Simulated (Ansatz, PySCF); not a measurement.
CH4F2GeO, SMILES C[O][GeH]([F])[F].

Geometry: B3LYP-D3(BJ)/def2-SVP. The structure was generated by enumeration, and PubChem lists no compound with its InChIKey, so it may never have been made. One conformer was computed; it need not be the lowest.

Vertical ionisation energy (IE) and electron affinity (EA) in eV. Rows of orbital energies are one-electron estimates. Where ΔSCF, EOM or ADC give a negative EA the extra electron is unbound and the value depends on the basis.

```
level                                                                        IE          EA
-------------------------------------------------------------------  ----------  ----------
−ε(HOMO), −ε(LUMO), ωB97X/def2-TZVP (PySCF)                               11.32       -2.13
−ε(HOMO), −ε(LUMO), PBE/def2-TZVP (PySCF)                            (withheld)  (withheld)
ΔSCF, PBE0/def2-SVPD (Ansatz), final states of multiplicity 2 and 2       11.28       -1.37
ΔSCF, PBE/def2-SVPD (Ansatz), final states of multiplicity 2 and 2        11.00       -1.10
```

Task: Complete the blanks. (An estimate is asked for; the answer gives what the named calculation found.)

Result: 
- −ε(HOMO), −ε(LUMO), PBE/def2-TZVP (PySCF), IE: 7.17
- −ε(HOMO), −ε(LUMO), PBE/def2-TZVP (PySCF), EA: 1.16

Task: What vertical singlet–triplet gap does ΔSCF give with PBE0/def2-SVPD (Ansatz, a quantum-chemistry and plane-wave program) and with PBE/def2-SVPD (Ansatz)? (Estimate from the structure and the level; the computed values follow.)

Result: 6.96 and 6.55 eV (triplet above singlet where positive).
